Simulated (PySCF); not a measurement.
Write Cartesian coordinates for `FC[C@H]1CCC12CCC2` as optimised with PBE0-D3(BJ)/def2-SVP.

```
atom  x, y, z in Å
F1    -3.0931    1.5748   -0.1207
C2    -1.7270    1.4854   -0.2540
C3    -1.2374    0.1480    0.2261
C4    -1.5406   -1.1175   -0.5972
C5    -0.1328   -1.6307   -0.2446
C6     0.2637   -0.1815    0.1090
C7     1.3323    0.0912    1.1767
C8     2.3566    0.2826    0.0417
C9     1.1783    0.5225   -0.9207
H10   -1.2660    2.3035    0.3287
H11   -1.4741    1.6367   -1.3181
H12   -1.5586    0.0088    1.2728
H13   -2.4058   -1.7283   -0.3037
H14   -1.6295   -0.8789   -1.6691
H15   -0.1435   -2.2674    0.6541
H16    0.4464   -2.1402   -1.0304
H17    1.5134   -0.6991    1.9220
H18    1.1329    1.0364    1.7074
H19    2.8819   -0.6562   -0.1893
H20    3.1039    1.0826    0.1465
H21    1.2311    0.0958   -1.9347
H22    0.9501    1.5967   -1.0061
```

Any rigid rotation of these coordinates is as good. Atoms count from 1 in this order. Of the pairs four or more bonds apart, C2···H22 is among the closest relative to their van der Waals radii: 2.78 Å, 96 % of the sum of Bondi's values. The 4-membered ring C3–C4–C5–C6 has internal angles of 88.2° to 88.6°; it is puckered, 0.13 Å rms from its mean plane, widest ring torsion 19°. The C–C distances run from 1.503 Å (C2–C3, drawn single) to 1.547 Å (C6–C9, drawn single), a spread of 0.044 Å. The 4-membered ring C6–C7–C8–C9 has internal angles of 88.0° to 88.4°; it is puckered, 0.13 Å rms from its mean plane, widest ring torsion 20°.

Bonds between heavy atoms (Å): F1–C2 1.376, C2–C3 1.503, C3–C4 1.540, C4–C5 1.539, C5–C6 1.544, C6–C7 1.535, C7–C8 1.541, C8–C9 1.540, C3–C6 1.541, C6–C9 1.547.

Computed with PBE0-D3(BJ)/def2-SVP geometry optimisation, gas phase in PySCF 2.14.0.

Point group: C1 (no symmetry element, even within 0.4 Å). No frequency check. The numbers are those of one conformer (F1–C2–C3–C4 71°).
